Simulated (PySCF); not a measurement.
A structure optimised at PBE-D3(BJ)/def2-SVP, used in a PySCF frequency run:

```
Si
N 1 1.7528
H 2 1.0244 1 117.25
H 2 1.0246 3 109.13 1 -136.34
H 1 1.5132 2 116.30 3 -59.50
C 1 1.8832 5 106.16 2 -118.72
C 6 1.3187 1 122.55 5 -0.87
C 7 1.3181 1 143.49 5 -0.84
H 8 1.1030 7 121.26 1 -89.60
H 8 1.1030 9 117.42 7 179.57
H 6 1.1080 7 118.95 9 94.83
C 1 1.8850 5 109.03 6 -120.10
H 12 1.1086 1 110.46 5 55.50
H 12 1.1086 13 108.48 1 -121.50
H 12 1.1099 13 107.70 14 -116.80
```

Task: Write its SMILES and formula.

Result: C=C=C[Si@@H](C)N, C₄H₉NSi

Task: What are its rotational constants (standard atomic weights)?

Result: 5.2546, 1.4574, 1.2575 GHz
